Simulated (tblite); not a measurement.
HO₂, charge -1, singlet, geometry from GFN2-xTB; GFN1-xTB (tblite).

Here is a job for tblite.
```
$ tblite run mol.xyz --method gfn1 --charge -1 --spin 0 --grad --json tblite.json --no-restart

# file mol.xyz
3

O      0.05490534     0.78093785    -0.03251581
O      0.03987144    -0.67586595    -0.02806914
H     -0.75821429    -0.84057518     0.48467963
```

Task: Predict the main parts of the log of this tblite run.

Result: 
```
xTB calculator
 | screened Coulomb repulsion
 | Coulomb electrostatics
 |  * isotropic Klopman-Ohno-Mataga-Nishimoto electrostatics
 |  * onsite third-order electrostatics
 | DFT-D3(BJ) dispersion correction

halogen bonding energy    0.0000000000000E+00 Eh
repulsion energy          1.9160196758557E-02 Eh
dispersion energy        -1.9865762144781E-04 Eh
number of electrons       1.4000000000000E+01 e
integral cutoff           1.9731147476801E+01 bohr

------------------------------------------------------------
  cycle        total energy    energy error   density error
------------------------------------------------------------
      1     -9.927992473590  -9.9469540E+00   5.7444658E-01
      2     -9.988331648426  -6.0339175E-02   3.0037902E-01
      3     -9.995015051062  -6.6834026E-03   7.3019446E-02
      4     -9.995012035102   3.0159610E-06   2.1905549E-02
      5     -9.995051869034  -3.9833932E-05   3.3002035E-04
      6     -9.995051925178  -5.6144636E-08   5.4709394E-05
      7     -9.995051925188  -1.0121681E-11   1.1849905E-05
------------------------------------------------------------

electronic energy        -1.0014013464325E+01 Eh
total energy             -9.9950519251883E+00 Eh

Post processing:
 | Mayer-Wiberg bond orders

[Info] Tight-binding results written to 'tblite.txt'
[Info] JSON dump of results written to 'tblite.json'
```
